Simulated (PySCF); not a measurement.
Computed IR spectrum (relative IR intensity) of a molecule CH7NOSi. Geometry optimised at PBE-D3(BJ)/def2-SVP. The values are those of a single conformer. These are PBE-D3(BJ)/def2-SVP in PySCF values and carry that method's errors. Frequencies are harmonic and unscaled.

Lines under 2 % of the strongest are left out, and lines within 2 cm⁻¹ are merged.

| ν (cm⁻¹) | relative intensity |
|---|---|
| 159 | 4.6 |
| 246 | 7.9 |
| 298 | 4.9 |
| 430 | 78 |
| 548 | 15 |
| 725 | 24 |
| 755 | 6.2 |
| 879 | 21 |
| 915 | 74 |
| 920 | 91 |
| 1111 | 64 |
| 1171 | 33 |
| 1422 | 2.1 |
| 1426 | 4.9 |
| 1497 | 13 |
| 2151 | 100 |
| 2900 | 31 |
| 2963 | 19 |
| 3027 | 13 |
| 3492 | 8.8 |
| 3586 | 10 |

Which molecule gave these data?
A) NC[SiH2]O
B) CO[SiH2]N
C) C[Si@H](N)O
D) CN[SiH2]O

B, CO[SiH2]N
